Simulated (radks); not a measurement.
Spherical jellium clusters: N electrons in a uniform positive sphere of charge N and radius rs N^(1/3), rs = 4.42 bohr. Calculated with a radial shooting solver with Libxc functionals: non-relativistic Kohn-Sham, LDA (Slater exchange, Perdew-Wang correlation), spin-polarised, spherical densities. Levels are named by radial order and angular momentum (1s, 1p, 1d, 2s, ...), and open shells are averaged over m.

N = 26, configuration 1s2 1p6 1d10 2s2 1f(up 6, down 0). This is the lowest configuration that the search found. Occupied and some empty levels:

level    occupation  eigenvalue (eV)  <r> (bohr)
1s up             1          -4.6840       8.226
1s down           1          -4.4996       7.727
1p up             3          -4.1656       9.514
1p down           3          -3.9107       9.300
1d up             5          -3.4790       10.39
1d down           5          -3.1911       10.33
2s up             1          -3.0388       8.055
2s down           1          -2.9048       8.353
1f up             6          -2.6506       11.12
1f down           0          -2.3528       11.16
2p up             0          -2.0299       9.678
2p down           0          -1.8933       9.794
1g up             0          -1.7080       11.84
1g down           0          -1.4177       11.97
2d up             0          -1.0691       11.71
2d down           0         -0.92763       11.92

Energy (eV): total -48.7605, kinetic 38.583, external -1671.4, Hartree 829.53, exchange-correlation -88.341, background 842.89.
